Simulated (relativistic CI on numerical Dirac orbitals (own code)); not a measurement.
One change at a time: Tm42+

Base calculation: Dirac-Coulomb-Breit CI, KLI orbitals optimised for each configuration, QED by a radiative potential, unscaled Slater integrals.

CI space (outside the closed core [Ne]): 3s2 3p6 3d9, 3s2 3p5 3d10, 3s 3p6 3d10, 3s2 3p6 3d8 4s, 3s2 3p6 3d8 4p, 3s2 3p6 3d8 4d, 3s2 3p4 3d10 4s, 3s2 3p4 3d10 4p, 3s2 3p5 3d9 4s, 3s2 3p6 3d8 4f, 3s2 3p4 3d10 4d, 3s2 3p5 3d9 4p, 3s 3p5 3d10 4s, 3s 3p5 3d10 4p, 3s2 3p6 3d7 4s2, 3s2 3p5 3d9 4d. Levels of other configurations are missing.

Variants: (1) one mean potential for all configurations. Shifts of the energy above 3s2 3p6 3d9 2D_5/2, in eV, for the lowest level and the first level of each name with at least 55 % of one term (blank where a level changes its place among those of its configuration and J or its character, or is not in the variant):

```tsv
Level	Base	Δ(1)
3s2 3p6 3d9 2D_5/2	0.00	0.00
3s2 3p6 3d9 2D_3/2	47.31	+0.01
3s2 3p5 3d10 2P°_3/2	394.69	-0.09
3s2 3p5 3d10 2P°_1/2	613.25	-0.10
3s 3p6 3d10 2S_1/2	826.75	+0.03
3s2 3p6 3d8 4s 4F_9/2	1325.07	+1.64
3s2 3p6 3d8 4s 2F_7/2	1327.87	+1.68
3s2 3p6 3d8 4s 4F_7/2	1371.65	+1.90
3s2 3p6 3d8 4s 4F_5/2	1372.28	+1.90
3s2 3p6 3d8 4s 2G_9/2	1385.74	+1.77
3s2 3p6 3d8 4s 2G_7/2	1386.22	+1.78
3s2 3p6 3d8 4s 2P_1/2	1386.72	+1.80
3s2 3p6 3d8 4p 2P°_1/2	1435.25	+1.35
3s2 3p6 3d8 4p 4G°_7/2	1455.89	+1.82
```

At this charge energies of transitions that change n are usually good to better than 1 %, and those within a shell (Δn = 0) to a few per cent.

Ionisation energy from the two ground configurations alone: base 3408.9 eV. The NIST ASD value (theoretical) is 3409 eV.

LS names give the leading component of a level, which can be under half, so a name can repeat, a term be missing and a line seem to break the LS rules.
